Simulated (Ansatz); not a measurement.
C₂H₁₀GeN₂ (`C[NH][GeH2][NH]C`) at its PBE0-D4/def2-TZVP geometry, where that method's forces vanish. The species carries charge 0 and has multiplicity 1.

```xyz
15

C     0.5845    0.1122    2.7219
N     0.5414   -0.4418    1.3852
Ge   -0.0978    0.5419   -0.0171
N    -0.3379   -0.6869   -1.3495
C    -0.5568   -0.2658   -2.7170
H     1.3966    0.8333    2.8938
H     0.6865   -0.6861    3.4636
H    -0.3570    0.6259    2.9351
H     1.3698   -0.9720    1.1569
H    -1.3645    1.2417    0.5367
H     0.8510    1.6044   -0.6267
H    -0.9313   -1.4581   -1.0800
H     0.1478    0.5307   -2.9714
H    -0.3646   -1.0931   -3.4074
H    -1.5678    0.1136   -2.9240
```

Task: What forces (eV/Å) does PBE-D4/def2-TZVPP give on these atoms in Ansatz 0.2.0? (Estimate.)

Result: Ansatz gave: 
```
C1   0.013  0.037  0.071
N2  -0.176 -0.196  0.075
Ge3 -0.054  0.300 -0.009
N4   0.234 -0.126 -0.065
C5  -0.025  0.026 -0.073
H6   0.167  0.161  0.067
H7   0.023 -0.160  0.165
H8  -0.188  0.109  0.050
H9   0.284 -0.183 -0.096
H10 -0.137  0.087  0.094
H11  0.099  0.124 -0.101
H12 -0.203 -0.264  0.110
H13  0.139  0.164 -0.059
H14  0.036 -0.168 -0.155
H15 -0.212  0.088 -0.075
```
